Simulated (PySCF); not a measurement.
H2OSi, charge -1, doublet, geometry from GFN2-xTB (a state made from the parent by changing its charge; the spin is typed, not shown lowest) (in this run its highest filled SCF level lies above zero, so its values depend strongly on the basis, on diffuse functions most of all), with bond 3-1 at 1.3 times its length; B3LYP/6-31G** run with PySCF.

Here is a job for PySCF.
```python
from pyscf import gto, scf, dft

mol = gto.M(
    atom='''
Si    0.06934238   -0.44293770    0.00358120
O    -0.17097170    1.09211434   -0.00882986
H    -1.32092675   -1.75942460   -0.00166427
H     1.39707565   -1.08016707    0.02095588
''',
    basis='6-31g**',
    charge=-1,
    spin=1,
    verbose=4,
)

mf = dft.UKS(mol)
mf.xc = 'b3lyp'
mf.DIIS = scf.ADIIS
mf.kernel()
```

Task: Write the output that PySCF gives for this input, abridged.

Result: 
```
PySCF version 2.14.0

[INPUT] verbose = 4
[INPUT] num. atoms = 4
[INPUT] num. electrons = 25
[INPUT] charge = -1
[INPUT] spin (= nelec alpha-beta = 2S) = 1
[INPUT] symmetry False subgroup None
[INPUT] Mole.unit = angstrom
[INPUT] Symbol           X                Y                Z      unit          X                Y                Z       unit  Magmom
[INPUT]  1 Si     0.069342380000  -0.442937700000   0.003581200000 AA    0.131038107026  -0.837030943245   0.006767487197 Bohr   0.0
[INPUT]  2 O     -0.170971700000   1.092114340000  -0.008829860000 AA   -0.323089688051   2.063796999310  -0.016686017118 Bohr   0.0
[INPUT]  3 H     -1.320926750000  -1.759424600000  -0.001664270000 AA   -2.496189788112  -3.324830630822  -0.003145014497 Bohr   0.0
[INPUT]  4 H      1.397075650000  -1.080167070000   0.020955880000 AA    2.640090353799  -2.041219931074   0.039600873899 Bohr   0.0

nuclear repulsion = 50.1890336604935
number of shells = 20
number of NR pGTOs = 92
number of NR cGTOs = 42
basis = 6-31g**
ecp = {}

******** <class 'pyscf.dft.uks.UKS'> ********
method = UKS
initial guess = minao
damping factor = 0
level_shift factor = 0
DIIS = <class 'pyscf.scf.diis.ADIIS'>
diis_start_cycle = 1
diis_space = 8
diis_damp = 0
SCF conv_tol = 1e-09
SCF conv_tol_grad = None
SCF max_cycles = 50
direct_scf = True
direct_scf_tol = 1e-13
number electrons alpha = 13  beta = 12
XC library pyscf.dft.libxc version 7.1.2
    S. Lehtola, C. Steigemann, M. J. T. Oliveira, and M. A. L. Marques,  SoftwareX 7, 1–5 (2018)
XC functionals = b3lyp
    P. J. Stephens, F. J. Devlin, C. F. Chabalowski, and M. J. Frisch,  J. Phys. Chem. 98, 11623 (1994)
radial grids:
    Treutler-Ahlrichs [JCP 102, 346 (1995); DOI:10.1063/1.469408] (M4) radial grids

becke partition: Becke, JCP 88, 2547 (1988); DOI:10.1063/1.454033
pruning grids: <function nwchem_prune>
grids dens level: 3
symmetrized grids: False
atomic radii adjust function: <function treutler_atomic_radii_adjust>
small_rho_cutoff = 0
Set gradient conv threshold to 3.16228e-05
tot grids = 52880
init E= -365.754181229507

cycle= 1 E= -365.605361545365  delta_E= 0.149  |g|= 0.749  |ddm|= 1.39
cycle= 2 E= -362.159777881438  delta_E= 3.45  |g|= 2.32  |ddm|= 5.45
cycle= 3 E= -365.576988651497  delta_E= -3.42  |g|= 0.818  |ddm|=    5
cycle= 4 E= -365.855804111242  delta_E= -0.279  |g|= 0.0383  |ddm|= 0.724
cycle= 5 E= -365.853235190748  delta_E= 0.00257  |g|= 0.0909  |ddm|= 0.124
cycle= 6 E= -365.856786758431  delta_E= -0.00355  |g|= 0.0128  |ddm|= 0.067
cycle= 7 E= -365.856632816335  delta_E= 0.000154  |g|= 0.0241  |ddm|= 0.0389
cycle= 8 E= -365.856895478976  delta_E= -0.000263  |g|= 0.00366  |ddm|= 0.0206
cycle= 9 E= -365.856896075941  delta_E= -5.97e-07  |g|= 0.00444  |ddm|= 0.0111
cycle= 10 E= -365.85690423348  delta_E= -8.16e-06  |g|= 0.00285  |ddm|= 0.00685
cycle= 11 E= -365.856902930212  delta_E= 1.3e-06  |g|= 0.00345  |ddm|= 0.00535
cycle= 12 E= -365.856908136609  delta_E= -5.21e-06  |g|= 0.000293  |ddm|= 0.00286
cycle= 13 E= -365.856908234425  delta_E= -9.78e-08  |g|= 0.000336  |ddm|= 0.00102
cycle= 14 E= -365.856908132898  delta_E= 1.02e-07  |g|= 0.000659  |ddm|= 0.00112
cycle= 15 E= -365.856908333113  delta_E= -2e-07  |g|= 0.000118  |ddm|= 0.000627
cycle= 16 E= -365.856908330381  delta_E= 2.73e-09  |g|= 0.000204  |ddm|= 0.000364
cycle= 17 E= -365.856908348406  delta_E= -1.8e-08  |g|= 7.7e-05  |ddm|= 0.000225
cycle= 18 E= -365.856908349676  delta_E= -1.27e-09  |g|= 8.55e-05  |ddm|= 0.000174
cycle= 19 E= -365.856908353295  delta_E= -3.62e-09  |g|= 2.02e-05  |ddm|= 9.61e-05
cycle= 20 E= -365.856908353674  delta_E= -3.79e-10  |g|= 1.53e-05  |ddm|= 2.81e-05
Extra cycle  E= -365.856908353652  delta_E= 2.23e-11  |g|= 3.03e-05  |ddm|= 4.99e-05
converged SCF energy = -365.856908353652  <S^2> = 0.75541431  2S+1 = 2.005407
```
